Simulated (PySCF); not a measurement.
**Relaxation of singlet BiH₄⁻**

All numbers come from PySCF, PBE0, basis Bi def2-TZVPD with ECP60, H def2-TZVPD (scalar-relativistic core potentials, no spin–orbit coupling, density fitting). A (50,194) grid was used.

A start displaced from a saddle point along its imaginary mode, with no symmetry imposed:

```xyz
5
charge -1 multiplicity 1, angstrom
Bi   -0.0006    0.0007   -0.0002
H     1.6376   -0.0933    1.1247
H    -1.6673   -0.0933    1.2572
H     0.0789    1.7079   -1.2510
H     0.0788   -1.6727   -1.0944
```

Q: What does it relax to?

A: It ends at C2v with Bi–H 1.791 Å (×2), Bi–H 2.126 Å (×2); H–Bi–H 84.7° (×4), H–Bi–H 94.2°, H–Bi–H 164.5°. A frequency run shows a minimum. Other isomers or separated fragments may lie lower.

Q: How much energy is released, and in how many steps?

A: 106.2 kJ/mol in 14 steps.

Spin–orbit coupling, left out here, can matter for elements this heavy.
